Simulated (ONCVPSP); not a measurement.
**Plane-wave convergence, ONCV potential for indium**

- Element: indium (In)
- Generator: ONCVPSP 4.0.1
- Type: optimised norm-conserving Vanderbilt (ONCV)
- Functional: revPBE
- Relativity: scalar-relativistic
- Frozen core: [Kr] 4d10
- Valence charge: 3
- Reference configuration: 5s2 (charge +1)
- Partial waves: 5s: rc 2.25 bohr, ncon 4, nbas 9, qcut 2.5 1/bohr, 3 projectors, debl 0.3 Ha; p scattering state at 0.32 Ha: rc 2.25 bohr, ncon 3, nbas 6, qcut 3.6 1/bohr, 1 projector
- Local potential: polynomial inside 1.45 bohr (lpopt 5, dvloc0 -1 Ha)
- Core correction: none

In the s channel the program set the typed energies aside and used -0.544, 0.250, 0.550 Ha. In the p channel the program set the typed energies aside and used 0.050 Ha.

For each optimised wave give the share of its norm inside rc, the residual kinetic energy above qcut (Ha) and the cutoffs (Ha) for errors of 10, 1, 0.1 and 0.01 mHa per electron.

| wave | norm inside rc | residual KE | 10 mHa | 1 mHa | 0.1 mHa | 0.01 mHa |
| --- | --- | --- | --- | --- | --- | --- |
| 5s | 0.440 | 9.1e-03 | 3.0 | 23.2 | 45.4 | 54.5 |
| s projector 2 | 0.179 | 1.6e-02 | 3.5 | 9.6 | 39.7 | 62.2 |
| s projector 3 | 0.099 | 1.4e-02 | 3.4 | 8.8 | 26.6 | 56.7 |
| p projector 1 | 0.113 | 1.3e-04 | 1.5 | 4.8 | 7.2 | 19.6 |

The occupied waves need 23 Ha and 45 Ha for 1 and 0.1 mHa. Note: ghosts flagged at negative energy: s at -1270.3 eV (a further GHOST(-) flag falls on a real empty level of the atom); GHOST(+) flagged for s at 6.2 eV. A true bound ghost makes a file unfit for plane-wave use. 3 of 4 tests not solved or not reliable.
